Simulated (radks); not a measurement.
Question: Valence configurations of the europium ion Eu2+ (all share [Xe]). All-electron calculation, scalar-relativistic Kohn-Sham, PBE, spin-polarised, spherical densities, point nucleus; open shells are filled with parallel spins first (spin-orbit coupling, left out, can overturn this in heavy ions). Program: a radial shooting solver on a logarithmic mesh with Libxc functionals. Order these by energy: 4f6.5 5d0.5; 4f5 5d2; 4f6 6p1; 4f5 6p2; 4f7; 4f6 6s1; 4f5 6s2; 4f3 5d4.

Answer: From the lowest, in eV above it: 4f7 0.000; 4f6.5 5d0.5 2.336; 4f6 6s1 6.524; 4f6 6p1 11.005; 4f5 5d2 16.085; 4f5 6s2 21.162; 4f5 6p2 30.155; 4f3 5d4 53.276. NIST lists [Xe] 4f7 as the ground configuration; this level of theory agrees among the configurations tried. The energies are those of spherical high-spin densities, not of single terms.
